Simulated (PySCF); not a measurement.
## I²⁺: ionisation energy

I²⁺ [Kr] 4d10 5s2 5p3 (4S) → I³⁺ [Kr] 4d10 5s2 5p2 (3P), as a difference of total energies. Calculation: PySCF 2.14, in cc-pVTZ-PP with ECP28MDF; scalar relativity through the core potential. Correlated levels: valence: 4s2 4p6 4d10 frozen. The calculations carry no spin-orbit coupling.

```tsv
method	ionisation energy (eV)
UHF	29.837
LDA	30.469
PBE	30.269
MP2 (valence)	30.271
SCS-MP2 (valence)	30.145
CCSD (valence)	30.254
CCSD(T) (valence)	30.277
```

Problem. How much does correlation contribute at CCSD(T) (valence)?

Solution. 30.277 − (29.837) = 0.440 eV, measured against UHF.

The reference lies between the lowest fine-structure levels, while these numbers refer to the centres of the terms.

Errors of the correlated levels include the incompleteness of this basis and the frozen core.

For comparison: 29.57 ± 0.025 eV (measured; NIST Atomic Spectra Database, ionization energies).
